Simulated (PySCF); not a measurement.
## Magnetisability: `CO[C@@H](F)C1(F)CC1`, C5H8F2O

Geometry (Å), atoms numbered from 1 in this order:
```xyz
16

C     2.5049   -0.2956   -0.2656
O     1.0920   -0.4242   -0.2892
C     0.4355    0.4494    0.5326
F     0.6141    1.7490    0.0585
C    -1.0443    0.1308    0.5794
F    -1.5289    0.2422    1.8591
C    -1.6584   -0.9261   -0.2817
C    -1.9660    0.5219   -0.5307
H     2.8905   -0.4669    0.7448
H     2.8857   -1.0567   -0.9420
H     2.8131    0.6950   -0.6092
H     0.8476    0.4676    1.5583
H    -1.0050   -1.4459   -0.9627
H    -2.4227   -1.5362    0.1735
H    -1.5268    1.0100   -1.3860
H    -2.9387    0.8947   -0.2506
```

Computed, not measured: PySCF, GIAO CAM-B3LYP/pcSseg-1 magnetisability, rotational g tensor and spin-rotation constants, non-relativistic, gas phase. Geometry: GFN2-xTB.

(1) What are the magnetisability and the molar susceptibility?

(2) Split it along the inertial axes a, b, c into diamagnetic and paramagnetic parts about the centre of mass, with the quadrupole moment.

(3) And the rotational g tensor?

Answers

(1) Isotropic -1236 × 10⁻³⁰ J/T², or -74.4 × 10⁻⁶ cm³/mol; principal values -1374, -1176, -1157 × 10⁻³⁰ J/T², anisotropy 208 × 10⁻³⁰ J/T² (root of half the summed squared differences of the principal values). The susceptibility is in cgs units.

(2) 
```
axis  χ (10⁻⁶ cm³/mol)  diamagnetic (10⁻⁶ cm³/mol)  paramagnetic (10⁻⁶ cm³/mol)  summed x² of all electrons (Å²)  quadrupole Θ (D Å)
   a             -79.9                      -439.3                        359.4                            173.0               +7.30
   b             -70.2                      -924.2                        854.0                             58.7               -4.68
   c             -73.1                      -982.9                        909.9                             44.9               -2.62
```
Anisotropies 2χaa − χbb − χcc = -16.6 and 2χbb − χaa − χcc = +12.6 × 10⁻⁶ cm³/mol. Θ is traceless in Buckingham's convention.

(3) 
```csv
axis,rotational constant (GHz),g,nuclear part,electronic part
a,3.3551,-0.0089,0.5576,-0.5665
b,1.4303,-0.0056,0.5682,-0.5738
c,1.3319,-0.0042,0.5651,-0.5693
```
Asymmetric top; isotopes 12C, 19F, 1H, 16O; no vibrational averaging.
